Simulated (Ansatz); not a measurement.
Geometry optimisation, RKS PBE/def2-SVP (Ansatz 0.2.0).

Input:

```yaml
crystal:
  periodic: [false, false, false]
  atoms:
    - { symbol: W, position_ang: [0.267812, -0.357065, -0.262102] }
    - { symbol: Cl, position_ang: [-0.164104, -0.479524, 3.298669] }
    - { symbol: Cl, position_ang: [1.967604, 0.955164, -1.134447] }
    - { symbol: H, position_ang: [0.245355, 1.034127, 0.698061] }
    - { symbol: Cl, position_ang: [-1.826111, 0.561303, -0.518331] }
    - { symbol: Cl, position_ang: [-0.745795, -2.443029, -0.165397] }
    - { symbol: H, position_ang: [0.108389, -0.400479, -1.941048] }
    - { symbol: F, position_ang: [1.626029, -1.118221, 0.783485] }
    - { symbol: H, position_ang: [0.967021, -0.986976, 2.79501] }
basis:
  gaussian: { orbitals: def2-SVP }
hamiltonian:
  xc: pbe
relax:
  f_tol: 0.03
  max_steps: 50
```

Command:

```bash
$ ansatz run input.yaml --threads 4 --pin off --max-ram 5120MiB --backend cpu --events-out ev --progress --plain --runs-dir out
```

Task: Where does it end, and by what steps?

Result: It converged. After 8 steps the energy has fallen by 0.037 eV; Cl2 moved furthest, 0.28 Å.

| step | energy less start (eV) | largest force component (eV/Å) | accepted |
| --- | --- | --- | --- |
| 0 | 0.0000 | 0.815 | yes |
| 1 | -0.0144 | 0.784 | yes |
| 2 | -0.0087 | 0.908 | no |
| 3 | -0.0286 | 0.484 | yes |
| 4 | -0.0333 | 0.192 | yes |
| 5 | -0.0346 | 0.091 | yes |
| 6 | -0.0360 | 0.134 | yes |
| 7 | -0.0365 | 0.032 | yes |
| 8 | -0.0367 | 0.015 | yes |

```xyz
9
Properties=species:S:1:pos:R:3
W 0.297 -0.342 -0.216
Cl -0.289 -0.509 3.049
Cl 1.947 0.941 -1.211
H 0.322 1.074 0.712
Cl -1.807 0.577 -0.402
Cl -0.690 -2.443 -0.104
H 0.039 -0.416 -1.879
F 1.735 -1.104 0.770
H 0.892 -1.013 2.834
```

Whether the end is a true minimum wasn't checked by a vibrational analysis.

The run took 13 s on 4 threads of INTEL(R) XEON(R) PLATINUM 8581C CPU @ 2.10GHz (Emerald Rapids) (shared host), peak memory 0.23 GiB.
